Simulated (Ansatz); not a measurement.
Program: Ansatz. Geometries: PBE0-D4/def2-TZVP. ΔE: electronic, gas phase. CBS: MP2 limit from def2 TZ/QZ plus the TZ coupled-cluster correction, frozen cores. This one scheme is used for every species. DFT in def2-TZVPP. B3LYP here is the variant with VWN-RPA as its local correlation; programs differ in this. One conformer a species, not always the lowest.

Consider the ligand exchange at the Si–O bond: `CO[Si](S)(Cl)Cl` + H₂S → `S[Si](S)(Cl)Cl` + CH₃OH.

Question: Is it downhill or uphill in electronic energy at CCSD(T)/CBS, and by how much? (Best estimate.)

Answer: Ansatz gave: Uphill: ΔE = +12.3 kcal/mol.

Question: What do these levels give: B3LYP-D4, SCS-MP2/def2-TZVPP, HF/def2-QZVPP, MP2/def2-QZVPP, HF/CBS(def2), MP2/CBS(def2)? (Best estimate.)

Answer: The calculation gave: B3LYP-D4 12.7, SCS-MP2/def2-TZVPP 13.3, HF/def2-QZVPP 16.5, MP2/def2-QZVPP 11.8, HF/CBS(def2) 16.5, MP2/CBS(def2) 11.2 kcal/mol.

Largest T1 diagnostic among the species: 0.011.

From PBE to PBE0 (25 % exact exchange), in def2-TZVPP and without D4, ΔE moves by +0.9 kcal/mol. In def2-TZVPP, CCSD(T) changes the Hartree–Fock value by −2.7 kcal/mol (the triples alone add −0.6 kcal/mol) and MP2 by −3.8 kcal/mol.
